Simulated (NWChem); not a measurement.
# Lowest excitation of H₆B₂

```xyz
8

B      0.0000     0.0000    -0.8885
B      0.0000     0.0000     0.8885
H      0.0000     0.9883     0.0000
H      1.0494     0.0000    -1.4735
H     -1.0494     0.0000    -1.4735
H      0.0000    -0.9883     0.0000
H      1.0494     0.0000     1.4735
H     -1.0494     0.0000     1.4735
```
Charge 0, spin multiplicity 1.

The numbers come from NWChem runs, not from measurements. Structure: optimised with B3LYP/def2-SVP, a minimum by its harmonic frequencies.

Basis set: def2-SVPD.

```csv
method,lowest vertical singlet excitation energy (eV),relative cost,difference from EOM-CCSD
TD-B3LYP,6.46,4,-0.73
EOM-CCSD,7.19,10,0.00
TD-PBE,5.90,under 3,-1.29
TDA-BHandHLYP,7.12,under 3,-0.07
CIS,8.15,1,+0.97
```

The values span 2.25 eV, from TD-PBE (lowest) to CIS (highest). The cost column gives rough processor time relative to CIS; each entry includes its own SCF.

The correlated methods keep 2 core orbitals frozen. B3LYP has NWChem's definition, with VWN1-RPA local correlation. The structure started from a generated list of species. Coupled-cluster values serve here as a point of comparison, not as the truth.
